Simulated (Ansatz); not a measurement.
Compare A (`C[SiH2][SiH](O)Cl`) with its isomer B (`[SiH3]CO[SiH2]Cl`).

Computed with Ansatz on PBE0-D4/def2-TZVP structures; ΔE is electronic, products minus reactants. CCSD(T)/CBS is the MP2 limit (def2-TZVPP, def2-QZVPP) plus CCSD(T) − MP2 in def2-TZVPP, frozen cores. DFT in def2-TZVPP. Each species was taken in one conformer, which may not be the lowest.

(1) Which isomer does CCSD(T)/CBS put lower? Give the gap. (An estimate is asked.)

(2) Give E(B) − E(A) in kJ/mol with CCSD(T)/def2-TZVPP, HF/def2-TZVPP, MP2/def2-TZVPP, r2SCAN-D4, ωB97M-V, B2PLYP, PBE0-D4. (Best estimate.)

Largest T1 diagnostic: 0.011.

Answers

(1) Ansatz gave: A, by 108.8 kJ/mol.

(2) Ansatz gave: CCSD(T)/def2-TZVPP 104.4, HF/def2-TZVPP 87.0, MP2/def2-TZVPP 107.6, r2SCAN-D4 113.7, ωB97M-V 103.5, B2PLYP 102.5, PBE0-D4 118.1. None reverses the order clearly.

In def2-TZVPP, CCSD(T) changes the Hartree–Fock value by +17.4 kJ/mol (the triples alone add +1.7 kJ/mol) and MP2 by +20.5 kJ/mol.
